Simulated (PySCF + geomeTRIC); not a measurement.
Species: [Ti(CH3)2(SH)2] (charge 0, multiplicity 1).

Task: Give a relaxed geometry from PySCF + geomeTRIC with BP86-D3(BJ)/def2-SVP.

Result: This is not unique; one that fits is the end point of this relaxation, one of several conformers.
Z-matrix (Å, degrees):
```
Ti
C 1 2.0506
H 2 1.1120 1 109.93
H 2 1.1121 3 109.31 1 -121.11
H 2 1.1136 3 109.67 4 -120.55
C 1 2.0573 2 106.63 3 173.46
H 6 1.1108 1 112.72 2 175.89
H 6 1.1134 7 108.98 1 118.76
H 6 1.1134 7 110.05 8 119.96
S 1 2.2967 2 110.02 3 52.69
H 10 1.3704 1 85.67 2 146.22
S 1 2.2969 2 107.97 3 -71.34
H 12 1.3674 1 88.08 2 120.28
```
